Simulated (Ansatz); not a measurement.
Born–Oppenheimer molecular dynamics of a periodic cell of 13 atoms, Mg12F (host Mg, host structure hcp, interstitial F). It starts from a relaxed structure.

Computed with Ansatz 0.2.0, DFT PBE, scalar-relativistic, plane waves, PAW. Settings: accuracy low, cutoff 420 eV, k mesh 3x2x3, fermi-dirac smearing 0.05 eV, no spin polarisation.

| Item | Value |
| --- | --- |
| ensemble | NVT, Langevin thermostat |
| time step | 3 fs |
| steps asked | 300 |
| set temperature | 1200 K |
| friction | 0.02 /fs |
| seed | 111720 |

Frames 15 fs apart, positions in Å, forces in eV/Å.

Velocities at 630 fs (Å/ps):

```
Mg 1.46 -6.50 -12.66
Mg 8.21 0.58 3.78
Mg -18.12 6.47 -10.66
Mg 1.21 -4.16 5.46
Mg 6.10 6.74 -0.73
Mg -7.04 1.83 -4.67
Mg 6.70 -1.68 -2.19
Mg -0.53 5.81 -4.31
Mg 1.93 -1.68 7.50
Mg -4.49 -2.46 18.37
Mg 7.31 -3.33 -8.19
Mg -10.51 -6.75 0.73
F 6.92 -6.12 -5.84
```

```xyz
13
Lattice="6.4200 0.0000 0.0000 -4.8150 8.3398 0.0000 0.0000 0.0000 5.2130" Properties=species:S:1:pos:R:3:forces:R:3 time_fs=630 energy_less_start_eV=2.131 T=1417
Mg 0.061 -0.083 0.416 -0.44 -0.09 -0.44
Mg -0.265 1.967 2.248 0.10 -0.11 0.35
Mg -1.312 2.519 -0.447 -1.26 0.19 0.42
Mg -1.668 5.202 3.248 0.03 -0.72 -0.74
Mg -3.326 5.401 0.355 -0.34 0.04 0.42
Mg -3.521 7.287 2.975 -0.57 0.38 -0.07
Mg 2.949 -0.009 0.454 0.14 -0.15 0.06
Mg 2.882 1.984 2.533 -0.02 0.35 -0.06
Mg 1.430 2.763 -0.150 0.90 -0.96 1.20
Mg 1.285 4.310 3.069 0.39 1.61 -0.96
Mg 0.013 5.774 0.501 0.17 0.36 -0.23
Mg -0.646 7.948 3.181 1.28 -0.45 -0.31
F -0.782 4.138 6.378 -0.38 -0.45 0.37
13
Lattice="6.4200 0.0000 0.0000 -4.8150 8.3398 0.0000 0.0000 0.0000 5.2130" Properties=species:S:1:pos:R:3:forces:R:3 time_fs=645 energy_less_start_eV=2.079 T=1198
Mg 0.099 -0.147 0.189 -0.48 0.54 0.19
Mg -0.221 1.958 2.308 -0.04 -0.36 -0.04
Mg -1.582 2.628 -0.531 -0.29 -0.13 1.07
Mg -1.685 5.102 3.224 -0.25 -0.36 -0.98
Mg -3.214 5.502 0.428 -0.39 -0.06 0.24
Mg -3.615 7.336 2.917 -0.17 0.06 -0.36
Mg 3.095 0.019 0.403 -0.23 -0.12 0.48
Mg 2.930 1.986 2.455 -0.12 0.30 0.16
Mg 1.501 2.756 -0.027 0.43 -1.12 1.08
Mg 1.257 4.296 3.273 0.54 1.60 -1.65
Mg 0.089 5.704 0.335 -0.18 0.00 0.47
Mg -0.722 7.819 3.208 1.27 -0.28 -0.79
F -0.747 4.006 6.362 -0.11 -0.09 0.14
13
Lattice="6.4200 0.0000 0.0000 -4.8150 8.3398 0.0000 0.0000 0.0000 5.2130" Properties=species:S:1:pos:R:3:forces:R:3 time_fs=660 energy_less_start_eV=1.862 T=993
Mg 0.137 -0.117 0.026 -0.61 0.66 0.79
Mg -0.246 1.957 2.340 0.06 -0.34 0.02
Mg -1.765 2.676 -0.470 0.26 -0.11 1.01
Mg -1.684 4.995 3.113 -0.30 -0.23 -0.68
Mg -3.147 5.603 0.529 -0.31 -0.11 -0.27
Mg -3.737 7.323 2.903 0.29 -0.09 -0.73
Mg 3.174 0.109 0.343 -0.25 -0.46 0.52
Mg 3.061 1.950 2.388 -0.39 0.38 0.56
Mg 1.595 2.648 0.055 -0.09 -0.13 0.04
Mg 1.334 4.345 3.173 0.71 0.72 -0.98
Mg 0.164 5.649 0.185 -0.34 -0.02 0.74
Mg -0.713 7.712 3.194 0.99 -0.29 -0.99
F -0.794 3.796 6.408 -0.01 0.03 -0.03
13
Lattice="6.4200 0.0000 0.0000 -4.8150 8.3398 0.0000 0.0000 0.0000 5.2130" Properties=species:S:1:pos:R:3:forces:R:3 time_fs=675 energy_less_start_eV=1.511 T=1136
Mg 0.111 -0.004 -0.053 -0.53 0.40 0.86
Mg -0.224 1.951 2.350 0.00 -0.28 0.20
Mg -1.917 2.599 -0.381 0.78 0.20 0.66
Mg -1.678 4.848 3.038 -0.14 -0.12 -0.48
Mg -3.182 5.600 0.494 -0.06 0.01 -0.36
Mg -3.796 7.330 2.864 0.61 -0.15 -0.75
Mg 3.140 0.168 0.347 -0.10 -1.15 -0.02
Mg 3.047 1.889 2.383 -0.26 0.28 0.99
Mg 1.663 2.601 0.076 -0.62 0.52 -0.44
Mg 1.470 4.417 2.993 0.45 0.37 -0.30
Mg 0.255 5.652 0.198 -0.44 -0.10 0.45
Mg -0.549 7.562 3.176 0.42 -0.02 -0.80
F -0.772 3.691 6.483 -0.11 0.06 -0.02
13
Lattice="6.4200 0.0000 0.0000 -4.8150 8.3398 0.0000 0.0000 0.0000 5.2130" Properties=species:S:1:pos:R:3:forces:R:3 time_fs=690 energy_less_start_eV=1.303 T=1152
Mg 0.004 0.183 0.000 -0.13 -0.30 0.16
Mg -0.219 1.970 2.308 -0.03 -0.08 0.53
Mg -2.018 2.520 -0.307 1.25 0.51 0.22
Mg -1.638 4.783 2.986 -0.18 -0.19 -0.22
Mg -3.209 5.609 0.417 0.05 0.06 -0.45
Mg -3.808 7.367 2.777 0.75 0.09 -0.19
Mg 3.168 0.085 0.374 -0.19 -1.10 -0.19
Mg 3.015 1.905 2.410 -0.10 -0.09 0.97
Mg 1.730 2.603 0.079 -1.02 0.67 -0.63
Mg 1.597 4.522 2.837 0.13 0.09 0.30
Mg 0.249 5.718 0.343 -0.39 -0.22 0.08
Mg -0.340 7.348 3.145 -0.03 0.48 -0.56
F -0.748 3.781 6.549 -0.10 0.10 -0.03
13
Lattice="6.4200 0.0000 0.0000 -4.8150 8.3398 0.0000 0.0000 0.0000 5.2130" Properties=species:S:1:pos:R:3:forces:R:3 time_fs=705 energy_less_start_eV=1.358 T=1163
Mg -0.125 0.288 0.008 0.30 -0.65 -0.05
Mg -0.244 2.052 2.317 0.24 -0.25 0.48
Mg -1.977 2.520 -0.280 1.11 0.55 0.45
Mg -1.570 4.797 2.876 -0.95 0.29 0.97
Mg -3.209 5.625 0.300 -0.08 -0.01 -0.56
Mg -3.712 7.420 2.669 0.83 0.24 0.09
Mg 3.215 -0.103 0.390 -0.26 -0.16 -0.11
Mg 3.084 1.932 2.592 -0.40 -0.41 -0.28
Mg 1.768 2.599 -0.035 -0.96 0.42 -0.03
Mg 1.600 4.611 2.665 0.41 -0.20 0.68
Mg 0.223 5.750 0.427 -0.29 -0.21 -0.46
Mg -0.104 7.185 3.068 -0.32 0.87 -0.19
F -0.808 3.939 6.612 0.38 -0.50 -1.00
13
Lattice="6.4200 0.0000 0.0000 -4.8150 8.3398 0.0000 0.0000 0.0000 5.2130" Properties=species:S:1:pos:R:3:forces:R:3 time_fs=720 energy_less_start_eV=1.641 T=1356
Mg -0.283 0.271 -0.011 0.90 -0.51 0.04
Mg -0.237 2.191 2.309 0.33 -0.60 0.52
Mg -1.905 2.519 -0.217 0.59 0.79 0.42
Mg -1.525 4.861 2.802 -1.03 0.21 1.00
Mg -3.233 5.611 0.194 -0.16 -0.05 -0.64
Mg -3.560 7.517 2.521 0.54 0.16 0.33
Mg 3.275 -0.295 0.307 -0.57 0.65 -0.08
Mg 3.111 1.975 2.726 -0.37 -0.55 -0.76
Mg 1.716 2.634 -0.028 -0.58 0.17 0.04
Mg 1.629 4.644 2.525 0.66 -0.27 0.99
Mg 0.204 5.834 0.481 -0.13 -0.53 -0.90
Mg 0.056 7.137 3.014 -0.32 1.01 -0.01
F -0.825 4.019 6.469 0.14 -0.49 -0.95
13
Lattice="6.4200 0.0000 0.0000 -4.8150 8.3398 0.0000 0.0000 0.0000 5.2130" Properties=species:S:1:pos:R:3:forces:R:3 time_fs=735 energy_less_start_eV=1.920 T=1233
Mg -0.363 0.274 -0.014 1.33 -0.41 0.23
Mg -0.282 2.351 2.350 0.50 -0.64 0.53
Mg -1.859 2.493 -0.134 0.04 1.06 0.35
Mg -1.576 5.000 2.858 -0.33 -0.31 -0.08
Mg -3.221 5.592 0.082 -0.35 0.03 -0.49
Mg -3.347 7.624 2.471 -0.04 0.00 0.42
Mg 3.273 -0.424 0.197 -0.85 1.35 -0.21
Mg 3.179 1.960 2.832 -0.57 -0.48 -0.77
Mg 1.587 2.757 0.043 -0.07 -0.12 -0.28
Mg 1.765 4.654 2.364 0.27 -0.06 1.22
Mg 0.149 5.940 0.482 0.26 -1.27 -0.70
Mg 0.140 7.190 2.994 -0.05 0.84 -0.20
F -0.975 4.006 6.244 -0.14 0.03 -0.03
13
Lattice="6.4200 0.0000 0.0000 -4.8150 8.3398 0.0000 0.0000 0.0000 5.2130" Properties=species:S:1:pos:R:3:forces:R:3 time_fs=750 energy_less_start_eV=2.178 T=1250
Mg -0.269 0.239 -0.019 1.00 0.05 0.33
Mg -0.311 2.404 2.433 0.53 -0.43 0.31
Mg -1.849 2.579 -0.103 -0.28 -0.26 -0.24
Mg -1.779 5.141 2.911 0.99 -0.57 -1.09
Mg -3.200 5.640 -0.162 -1.06 0.06 0.67
Mg -3.197 7.702 2.503 -0.52 -0.05 0.31
Mg 3.229 -0.477 0.179 -0.65 1.88 -0.28
Mg 3.158 1.943 2.910 -0.55 -0.38 -0.79
Mg 1.517 2.910 0.044 -0.05 -0.31 -0.31
Mg 1.860 4.689 2.303 -0.34 0.18 0.84
Mg 0.103 5.991 0.356 0.59 -1.75 -0.16
Mg 0.178 7.285 2.938 -0.09 0.56 -0.46
F -1.251 3.974 6.156 0.43 1.02 0.89
13
Lattice="6.4200 0.0000 0.0000 -4.8150 8.3398 0.0000 0.0000 0.0000 5.2130" Properties=species:S:1:pos:R:3:forces:R:3 time_fs=765 energy_less_start_eV=1.938 T=988
Mg -0.199 0.266 0.074 0.74 -0.17 0.14
Mg -0.399 2.321 2.456 0.74 -0.20 0.11
Mg -1.785 2.634 -0.191 0.01 0.22 0.36
Mg -1.883 5.248 2.828 1.79 -0.85 -1.35
Mg -3.241 5.675 -0.304 -1.09 0.36 1.33
Mg -3.073 7.777 2.559 -0.97 -0.03 0.33
Mg 3.131 -0.295 0.192 0.03 1.09 -0.37
Mg 3.079 1.978 2.986 -0.53 -0.28 -1.03
Mg 1.541 3.076 0.017 -0.22 -0.51 -0.12
Mg 1.898 4.761 2.332 -0.88 0.18 0.47
Mg 0.021 5.896 0.297 0.17 -0.85 -0.22
Mg 0.168 7.436 2.868 -0.06 0.38 -0.24
F -1.358 4.059 6.221 0.27 0.65 0.59
13
Lattice="6.4200 0.0000 0.0000 -4.8150 8.3398 0.0000 0.0000 0.0000 5.2130" Properties=species:S:1:pos:R:3:forces:R:3 time_fs=780 energy_less_start_eV=1.315 T=1037
Mg -0.135 0.353 0.125 0.64 -0.42 -0.08
Mg -0.410 2.225 2.446 0.68 -0.06 0.25
Mg -1.750 2.697 -0.211 -0.14 0.30 0.14
Mg -1.745 5.290 2.651 0.76 -0.29 0.16
Mg -3.311 5.628 -0.318 -0.26 0.66 0.57
Mg -3.081 7.847 2.615 -0.90 -0.48 0.22
Mg 3.180 -0.090 0.212 0.03 0.37 -0.22
Mg 2.952 1.956 2.931 -0.01 0.20 -0.66
Mg 1.541 3.131 0.017 -0.23 -0.65 -0.10
Mg 1.872 4.849 2.327 -0.60 0.07 0.63
Mg 0.039 5.802 0.340 -0.04 0.02 -0.67
Mg 0.219 7.584 2.851 -0.19 0.12 -0.11
F -1.462 4.119 6.324 0.26 0.15 -0.11
13
Lattice="6.4200 0.0000 0.0000 -4.8150 8.3398 0.0000 0.0000 0.0000 5.2130" Properties=species:S:1:pos:R:3:forces:R:3 time_fs=795 energy_less_start_eV=1.144 T=857
Mg -0.010 0.356 0.124 0.44 -0.14 -0.02
Mg -0.327 2.166 2.524 0.48 0.14 0.26
Mg -1.782 2.793 -0.115 -0.06 -0.34 -0.54
Mg -1.529 5.308 2.640 0.12 0.27 1.12
Mg -3.378 5.680 -0.293 0.24 0.74 0.25
Mg -3.122 7.864 2.675 -0.47 -0.78 0.02
Mg 3.292 0.058 0.247 -0.12 0.04 -0.08
Mg 2.816 1.965 2.884 0.49 0.42 -0.34
Mg 1.561 3.196 0.049 -0.34 -0.80 -0.17
Mg 1.870 4.880 2.356 -0.36 0.13 0.70
Mg 0.074 5.771 0.326 -0.10 0.41 -0.80
Mg 0.318 7.742 2.850 -0.53 -0.28 -0.16
F -1.559 4.158 6.378 0.21 0.19 -0.24
```

Of the whole run (900 fs, mean temperature of the second half 1151 K): A run of 0.9 ps of so small a system gives no equilibrium averages. Limits of this set-up: coarse k mesh, odd electron count without spin, a small cell, in which the defect meets its images, a typed lattice constant that wasn't relaxed here, low accuracy level.

The run took 11 min on 2 threads of AMD EPYC 9R45 96-Core Processor (Zen 5), on a shared host, peak memory 0.86 GiB.
